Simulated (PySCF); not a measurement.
Compound: C6H6N2.
SMILES: `n1cc(C#CC)[nH]c1`

Method used: PBE0/def2-SVPD in PySCF (dipole) on a GFN2-xTB geometry, gas phase.

Masses are those of the commonest isotopes; rigid-rotor values at the optimised geometry. 

Question: Give the principal moments of inertia and the rotational constants in GHz.

Answer: Ia = 55.68, Ib = 498.23, Ic = 550.73 u·Å²; 505379 MHz·u·Å²/I gives 9077, 1014 and 917.6 MHz, that is A = 9.0769, B = 1.0144, C = 0.9176 GHz.

Question: Classify the top.

Answer: A near-prolate asymmetric top; Ray's κ = -0.976.

Question: What does the inertial defect say?

Answer: Not planar: Δ = Ic − Ia − Ib = -3.17 u·Å². For a rigid frame Δ = −2 Σ m c², so Σ m c² = 1.59 u·Å² lies off the ab plane, practically all of it from hydrogen. The atom farthest from that plane is 0.95 Å away.

Question: Give the other two planar moments, Paa and Pbb, and the rms extents of the mass along the axes.

Answer: Paa = Σ m a² = (Ib + Ic − Ia)/2 = 496.64 and Pbb = Σ m b² = (Ia + Ic − Ib)/2 = 54.09 u·Å². With the mass M = 106.05 u, the rms extents √(P/M) along a, b and c are 2.16, 0.71, 0.12 Å.

Question: Give the coordinates in the principal-axis frame, origin at the centre of mass.

Answer: The sense of each axis is arbitrary; atoms in the order of the calculation.
```json
{"atom": "C1", "mass (u)": "12.000", "a (Å)": "3.772", "b (Å)": "-0.006", "c (Å)": "0.000"}
{"atom": "C2", "mass (u)": "12.000", "a (Å)": "2.329", "b (Å)": "0.013", "c (Å)": "0.001"}
{"atom": "C3", "mass (u)": "12.000", "a (Å)": "1.125", "b (Å)": "0.039", "c (Å)": "0.000"}
{"atom": "C4", "mass (u)": "12.000", "a (Å)": "-0.276", "b (Å)": "0.069", "c (Å)": "0.000"}
{"atom": "C5", "mass (u)": "12.000", "a (Å)": "-1.167", "b (Å)": "1.118", "c (Å)": "0.000"}
{"atom": "N6", "mass (u)": "14.003", "a (Å)": "-2.438", "b (Å)": "0.651", "c (Å)": "0.000"}
{"atom": "C7", "mass (u)": "12.000", "a (Å)": "-2.345", "b (Å)": "-0.650", "c (Å)": "0.000"}
{"atom": "N8", "mass (u)": "14.003", "a (Å)": "-1.055", "b (Å)": "-1.064", "c (Å)": "0.000"}
{"atom": "H9", "mass (u)": "1.008", "a (Å)": "4.155", "b (Å)": "1.005", "c (Å)": "0.136"}
{"atom": "H10", "mass (u)": "1.008", "a (Å)": "4.141", "b (Å)": "-0.635", "c (Å)": "0.810"}
{"atom": "H11", "mass (u)": "1.008", "a (Å)": "4.143", "b (Å)": "-0.398", "c (Å)": "-0.948"}
{"atom": "H12", "mass (u)": "1.008", "a (Å)": "-0.958", "b (Å)": "2.169", "c (Å)": "-0.002"}
{"atom": "H13", "mass (u)": "1.008", "a (Å)": "-3.177", "b (Å)": "-1.325", "c (Å)": "0.000"}
{"atom": "H14", "mass (u)": "1.008", "a (Å)": "-0.713", "b (Å)": "-2.011", "c (Å)": "-0.003"}
```

Question: List the rotational levels J(Ka,Kc) to J = 4 (cm⁻¹).

Answer: Above 0(0,0):
J = 1: 1(0,1) 0.0644, 1(1,1) 0.3334, 1(1,0) 0.3366
J = 2: 2(0,2) 0.1933, 2(1,2) 0.4590, 2(1,1) 0.4687, 2(2,1) 1.2755, 2(2,0) 1.2756
J = 3: 3(0,3) 0.3865, 3(1,3) 0.6475, 3(1,2) 0.6669, 3(2,2) 1.4689, 3(2,1) 1.4690, 3(3,1) 2.8217, 3(3,0) 2.8217
J = 4: 4(0,4) 0.6440, 4(1,4) 0.8988, 4(1,3) 0.9311, 4(2,3) 1.7266, 4(2,2) 1.7271, 4(3,2) 3.0795, 4(3,1) 3.0795, 4(4,1) 4.9733, 4(4,0) 4.9733

Question: Predict some low-J microwave lines.

Answer: The dipole components are |μa| = 2.74 D, |μb| = 2.83 D, |μc| = 0.00 D. Intensities carry the squares of the components, which stand as 0.94 : 1.00 : 0.00 (a : b : c). Some lines, for components of 0.1 D or more:

```
type  branch         J(Ka,Kc)    MHz  lower level (cm⁻¹)
   a       R  1(0,1) ← 0(0,0)   1932               0.000
   a       R  2(1,2) ← 1(1,1)   3767               0.333
   a       R  2(0,2) ← 1(0,1)   3863               0.064
   a       R  2(1,1) ← 1(1,0)   3961               0.337
   b       Q  1(1,0) ← 1(0,1)   8159               0.064
   b       Q  2(1,1) ← 2(0,2)   8257               0.193
   b       R  1(1,1) ← 0(0,0)   9995               0.000
   b       R  2(1,2) ← 1(0,1)  11830               0.064
   b       Q  2(2,0) ← 2(1,1)  24189               0.469
   b       Q  2(2,1) ← 2(1,2)  24478               0.459
   b       R  2(2,1) ← 1(1,0)  28148               0.337
   b       R  2(2,0) ← 1(1,1)  28246               0.333
```

No GFN2-xTB frequencies stand behind this structure, so it isn't proved a minimum. Constants of a rigid frame at the computed geometry: no zero-point averaging, no centrifugal distortion. A rigid rotor knows nothing of internal rotation, which can split or shift real lines. Quadrupole hyperfine structure (14N) is left out.
